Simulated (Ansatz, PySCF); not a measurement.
The pair A = HCl (SMILES Cl) (first 2 atoms), B = Cl2 (SMILES ClCl); geometry from B3LYP-D3(BJ)/def2-TZVP.
(charge 0, multiplicity 1):
```xyz
4

Cl     0.4244    -0.5667    -0.3320
H      0.0109     0.6297    -0.5413
Cl    -0.1810     0.5621     4.7274
Cl     0.0851     0.0323     2.7940
```

Rows in 6-31G* carry no dispersion term and start afresh at each structure (6-31G* with six Cartesian d functions). MP2/6-31G* freezes PySCF's default core.

Codes used: Ansatz (a quantum-chemistry and plane-wave program) with Gaussian orbitals; PySCF for 6-31G* rows. Each number belongs to the level named beside it.

Total energies (hartree), monomers frozen at their geometry in the pair:

```json
[
 {"structure": "AB", "HF/aug-cc-pV(D+d)Z": "-1379.0636221", "B3LYP/def2-TZVPPD": "-1381.2627119", "MP2/6-31G*": "-1379.3649375"},
 {"structure": "A in the pair's basis", "HF/aug-cc-pV(D+d)Z": "-460.0948207", "B3LYP/def2-TZVPPD": "-460.8378012", "MP2/6-31G*": "-460.1931157"},
 {"structure": "B in the pair's basis", "HF/aug-cc-pV(D+d)Z": "-918.9699628", "B3LYP/def2-TZVPPD": "-920.4241050", "MP2/6-31G*": "-919.1717204"},
 {"structure": "A", "HF/aug-cc-pV(D+d)Z": "-460.0946850", "B3LYP/def2-TZVPPD": "-460.8377525", "MP2/6-31G*": "-460.1923519"},
 {"structure": "B", "HF/aug-cc-pV(D+d)Z": "-918.9697951", "B3LYP/def2-TZVPPD": "-920.4239474", "MP2/6-31G*": "-919.1713777"}
]
```

Question: Work out the interaction energy without and with the counterpoise correction, and the superposition error, for each level.

Answer: 
E(AB) − E(A) − E(B), times 627.509 kcal/mol, with the monomers in their own basis and then in the pair's basis:
- HF/aug-cc-pV(D+d)Z: 0.54 uncorrected, 0.73 corrected; the monomers gain 0.19 kcal/mol from borrowed functions
- B3LYP/def2-TZVPPD: -0.64 uncorrected, -0.51 corrected; the monomers gain 0.13 kcal/mol from borrowed functions
- MP2/6-31G*: -0.76 uncorrected, -0.06 corrected; the monomers gain 0.69 kcal/mol from borrowed functions
